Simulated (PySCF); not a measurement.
difluorosilyl(difluoro)silane (F₄H₂Si₂), SMILES F[SiH](F)[SiH](F)F. Geometry: r2SCAN-D4/def2-SVP. The values are those of a single conformer.

Computed equilibrium geometry at r2SCAN-D4/def2-SVP (PySCF confirms it by a frequency run) as bond lengths and angles, and its point group (one conformer of several):
point group C2h.
Atoms: Si1 F2 F3 Si4 F5 F6 H7 H8. Bonded distances (Å): Si1–F2 1.619, Si1–F3 1.619, Si1–Si4 2.342, Si1–H7 1.484, Si4–F5 1.619, Si4–F6 1.619, Si4–H8 1.484. Angles (°): F2–Si1–F3 107.4, F2–Si1–Si4 107.8, F2–Si1–H7 108.6, F3–Si1–Si4 107.8, F3–Si1–H7 108.6, Si4–Si1–H7 116.3, Si1–Si4–F5 107.8, Si1–Si4–F6 107.8, Si1–Si4–H8 116.3, F5–Si4–F6 107.4, F5–Si4–H8 108.6, F6–Si4–H8 108.6.
